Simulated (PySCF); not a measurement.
**Gas-phase XPS of Ge(iPr)H3, computed**

Species: Ge(iPr)H3, C3H10Ge.
Bonds: Ge1–C2, C2–C3, C2–C4. Hydrogens: H12, H13, H14 on Ge1; H5 on C2; H6, H7, H8 on C3; H9, H10, H11 on C4.

The calculation used delta-SCF UKS SCAN, pcX-2 on the ionised atom, pcseg-1 elsewhere, spin-free X2C (PySCF 2.14.0). Vertical ΔSCF values, vacuum level as zero.

**Question.** List the computed XPS lines with their assignment.

**Answer.** 
```json
{"atom(s)": "C2", "environment": "carbon bonded to 2 C, Ge and H", "level": "C 1s", "binding energy (eV)": "290.29", "above the level's lowest (eV)": "0.00", "count": "1"}
{"atom(s)": "C3/C4", "environment": "carbon bonded to C and 3 H", "level": "C 1s", "binding energy (eV)": "290.59", "above the level's lowest (eV)": "+0.30", "count": "2"}
```

The listed C 1s values span 0.30 eV, from C2 (bonded to 2 C, H and Ge) to C3/C4 (bonded to C and 3 H).

**Question.** Which photon wavelength matches the C 1s of C3/C4 threshold?

**Answer.** λ = hc/E = 12398.42 eV Å / 290.59 eV = 42.666 Å.

**Question.** Which photon energy gives electrons from C 1s of C3/C4 a kinetic energy of 20 eV, and what is their de Broglie wavelength?

**Answer.** hν = 290.59 + 20 = 310.59 eV, recoil neglected; λ = 12.264 Å/√(E/eV) = 2.74 Å.

The first atom of each set that the bonding makes equivalent was ionised and stands for the set. No level of germanium is listed. Geometry: PBE0-D3(BJ)/def2-SVP; no solvent, vibrations or thermal averaging.
